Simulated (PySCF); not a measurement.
Computed Raman spectrum (relative Raman activity) of a molecule C2H5BO3. Geometry: B3LYP-D3(BJ)/def2-SVP. The values are those of a single conformer. Method: B3LYP-D3(BJ)/def2-SVP run with PySCF 2.14.0. Harmonic, unscaled wavenumbers; measured fundamentals usually lie a few per cent lower.

ν (cm⁻¹): 540 (vw), 720 (w), 729 (vw), 1004 (vw), 1240 (vw), 1395 (w), 1414 (vw), 1430 (w), 1797 (w), 3024 (vs), 3087 (s), 3136 (s), 3685 (s), 3696 (vs) (against the strongest line: vs over 80 %, s over 45 %, m over 15 %, w over 4 %, vw less)

Task: Which structure fits?
A) CB(O)C(=O)O
B) OB1OC[C@@H]1O
C) O=CB(O)CO
D) CB(O)OC=O

Result: A, CB(O)C(=O)O
